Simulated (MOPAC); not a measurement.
MOPAC input (PM7):

```
PM7 1SCF UHF MS=0.5 GEO-OK AUX(PRECISION=9) THREADS=1
C2H6FGe

C     1.55113000 1   -0.96590700 1   -0.41447600 1
Ge    0.06538500 1    0.12065400 1    0.31379200 1
C    -1.68233000 1   -0.80132500 1    0.19599800 1
F    -0.08396000 1    1.46185100 1   -0.83881600 1
H     1.68316400 1   -1.86705000 1    0.18386700 1
H     2.47540300 1   -0.39188700 1   -0.41598800 1
H     1.29311100 1   -1.23963400 1   -1.43958200 1
H    -2.48279200 1   -0.13951600 1    0.52011400 1
H    -1.67538400 1   -1.69610100 1    0.81795700 1
H    -1.84297700 1   -1.08000800 1   -0.84749200 1
```

Output:

```
 *******************************************************************************
 **                                                                           **
 **                              MOPAC v23.2.5                                **
 **                                                                           **
 *******************************************************************************
 ** MOPAC's Digital Object Identifier: https://doi.org/10.5281/zenodo.6511958 **
 **                                                                           **
 ** Please cite the open-source release paper for use of this MOPAC version:  **
 ** J. E. Moussa and J. J. P. Stewart (2026)                                  **
 ** MOPAC: An open-source semiempirical molecular orbital program             **
 ** J. Open Source Softw., 11(119), 8025, https://doi.org/10.21105/joss.08025 **
 *******************************************************************************

                              PM7 CALCULATION RESULTS

 *******************************************************************************
 *  PM7        - The PM7 Hamiltonian to be used
 *  GEO-OK     - OVERRIDE INTERATOMIC DISTANCE AND OTHER SAFETY CHECKS
 *  UHF        - UNRESTRICTED HARTREE-FOCK CALCULATION
 *  MS=        - IN MECI, MAGNETIC COMPONENT OF SPIN =  0.5
 *  1SCF       - DO 1 SCF AND THEN STOP
 *  AUX        - OUTPUT AUXILIARY INFORMATION
 *******************************************************************************
PM7 1SCF UHF MS=0.5 GEO-OK AUX(PRECISION=9) THREADS=1
 C2H6FGe

   ATOM   CHEMICAL          X               Y               Z
  NUMBER   SYMBOL      (ANGSTROMS)     (ANGSTROMS)     (ANGSTROMS)

     1       C          1.55113000  *  -0.96590700  *  -0.41447600  *
     2      Ge          0.06538500  *   0.12065400  *   0.31379200  *
     3       C         -1.68233000  *  -0.80132500  *   0.19599800  *
     4       F         -0.08396000  *   1.46185100  *  -0.83881600  *
     5       H          1.68316400  *  -1.86705000  *   0.18386700  *
     6       H          2.47540300  *  -0.39188700  *  -0.41598800  *
     7       H          1.29311100  *  -1.23963400  *  -1.43958200  *
     8       H         -2.48279200  *  -0.13951600  *   0.52011400  *
     9       H         -1.67538400  *  -1.69610100  *   0.81795700  *
    10       H         -1.84297700  *  -1.08000800  *  -0.84749200  *

          CARTESIAN COORDINATES

    NO.       ATOM           X           Y           Z

     1         C          1.5511     -0.9659     -0.4145
     2        Ge          0.0654      0.1207      0.3138
     3         C         -1.6823     -0.8013      0.1960
     4         F         -0.0840      1.4619     -0.8388
     5         H          1.6832     -1.8671      0.1839
     6         H          2.4754     -0.3919     -0.4160
     7         H          1.2931     -1.2396     -1.4396
     8         H         -2.4828     -0.1395      0.5201
     9         H         -1.6754     -1.6961      0.8180
    10         H         -1.8430     -1.0800     -0.8475

 General Reference for PM7:
 "Optimization of Parameters for Semiempirical Methods VI: More Modifications to the
 NDDO Approximations and Re-optimization of Parameters", J. J. P. Stewart, J. Mol. Mod., 1:32, 19 (2013)
 https://link.springer.com/article/10.1007/s00894-012-1667-x

           Empirical Formula: C2 H6 Ge F  =    10 atoms

      MOLECULAR POINT GROUP   :   Cs

          UHF CALCULATION, NO. OF ALPHA ELECTRONS =   13
                           NO. OF BETA  ELECTRONS =   12

 -------------------------------------------------------------------------------
 PM7 1SCF UHF MS=0.5 GEO-OK AUX(PRECISION=9) THREADS=1
 C2H6FGe

     1SCF WAS SPECIFIED, SO BFGS WAS NOT USED
     SCF FIELD WAS ACHIEVED

                              PM7 CALCULATION
                                                       MOPAC v23.2.5 Linux

          FINAL HEAT OF FORMATION =        -36.42337 KCAL/MOL =    -152.39538 KJ/MOL

          COSMO AREA              =        120.22 SQUARE ANGSTROMS
          COSMO VOLUME            =        110.36 CUBIC ANGSTROMS

          IONIZATION POTENTIAL    =          8.802696 EV
          ALPHA SOMO LUMO (EV)    =         -8.803 -0.483
          BETA  SOMO LUMO (EV)    =        -10.432 -1.966
          NO. OF ALPHA ELECTRONS  =         13
          NO. OF BETA  ELECTRONS  =         12
          MOLECULAR WEIGHT        =        121.6578         POINT GROUP:  Cs

          MOLECULAR DIMENSIONS (Angstroms)

            Atom       Atom       Distance
            H     8    H     6     5.05210
            H     9    F     4     3.51033
            H    10   Ge     2     1.86998

          SCF CALCULATIONS        =          1

   ATOM   CHEMICAL          X               Y               Z
  NUMBER   SYMBOL      (ANGSTROMS)     (ANGSTROMS)     (ANGSTROMS)

     1       C          1.55113000  *  -0.96590700  *  -0.41447600  *
     2      Ge          0.06538500  *   0.12065400  *   0.31379200  *
     3       C         -1.68233000  *  -0.80132500  *   0.19599800  *
     4       F         -0.08396000  *   1.46185100  *  -0.83881600  *
     5       H          1.68316400  *  -1.86705000  *   0.18386700  *
     6       H          2.47540300  *  -0.39188700  *  -0.41598800  *
     7       H          1.29311100  *  -1.23963400  *  -1.43958200  *
     8       H         -2.48279200  *  -0.13951600  *   0.52011400  *
     9       H         -1.67538400  *  -1.69610100  *   0.81795700  *
    10       H         -1.84297700  *  -1.08000800  *  -0.84749200  *

                             CARTESIAN COORDINATES

   1    C        1.551130000    -0.965907000    -0.414476000
   2   Ge        0.065385000     0.120654000     0.313792000
   3    C       -1.682330000    -0.801325000     0.195998000
   4    F       -0.083960000     1.461851000    -0.838816000
   5    H        1.683164000    -1.867050000     0.183867000
   6    H        2.475403000    -0.391887000    -0.415988000
   7    H        1.293111000    -1.239634000    -1.439582000
   8    H       -2.482792000    -0.139516000     0.520114000
   9    H       -1.675384000    -1.696101000     0.817957000
  10    H       -1.842977000    -1.080008000    -0.847492000

           Empirical Formula: C2 H6 Ge F  =    10 atoms

      MOLECULAR POINT GROUP   :   Cs

          ALPHA EIGENVALUES
 -37.18211 -24.74938 -24.56914 -16.25375 -14.72761 -14.53259 -14.27197 -14.06233
 -13.74289 -13.73422 -11.88526 -10.69299  -8.80270  -0.48306   0.20512   1.22864
   5.41864   5.43019   5.52280   5.53686   6.56568   6.62059

           BETA EIGENVALUES
 -37.11150 -24.77391 -24.51650 -15.97289 -14.52036 -14.37268 -14.23874 -13.96092
 -13.75666 -13.58639 -11.80762 -10.43234  -1.96566  -0.17005   0.57325   0.99072
   5.44174   5.44877   5.54669   5.56074   6.57830   6.63179

              NET ATOMIC CHARGES AND DIPOLE CONTRIBUTIONS

  ATOM NO.   TYPE          CHARGE      No. of ELECS.   s-Pop       p-Pop
    1          C          -0.501712        4.5017     1.05393     3.44778
    2         Ge           0.450852        3.5491     1.27961     2.26954
    3          C          -0.501712        4.5017     1.05393     3.44778
    4          F          -0.463624        7.4636     1.95927     5.50436
    5          H           0.160021        0.8400     0.83998
    6          H           0.173447        0.8266     0.82655
    7          H           0.174630        0.8254     0.82537
    8          H           0.173447        0.8266     0.82655
    9          H           0.160020        0.8400     0.83998
   10          H           0.174630        0.8254     0.82537
 DIPOLE           X         Y         Z       TOTAL
 POINT-CHG.     0.183    -3.862     2.012     4.359
 HYBRID        -0.103     0.219    -0.605     0.652
 SUM            0.080    -3.643     1.407     3.906

          ATOMIC ORBITAL ELECTRON POPULATIONS

     Atom    s        px        py        pz
    1  C   1.05393   1.14306   1.14108   1.16364
    2 Ge   1.27961   0.86898   0.63994   0.76062
    3  C   1.05393   1.11266   1.15196   1.18316
    4  F   1.95927   1.97592   1.75500   1.77343
    5  H   0.83998
    6  H   0.82655
    7  H   0.82537
    8  H   0.82655
    9  H   0.83998
   10  H   0.82537

                    (SZ)    =    0.500000
                    (S**2)  =    0.752447

          ATOMIC ORBITAL SPIN POPULATIONS

    Atom   Total    s     px     py     pz
         Atomic
    1  C  0.0533  0.002  0.013  0.020  0.018
    2 Ge  0.8500  0.115  0.029  0.172  0.534
    3  C  0.0533  0.002  0.027  0.016  0.007
    4  F  0.0245  0.000  0.001 -0.012  0.035
    5  H -0.0010 -0.001
    6  H -0.0015 -0.001
    7  H  0.0119  0.012
    8  H -0.0015 -0.001
    9  H -0.0010 -0.001
   10  H  0.0119  0.012

 **********************
 *                    *
 * JOB ENDED NORMALLY *
 *                    *
 **********************

 == MOPAC DONE ==
```

The geometry given is a B3LYP-D3(BJ)/def2-TZVP minimum.
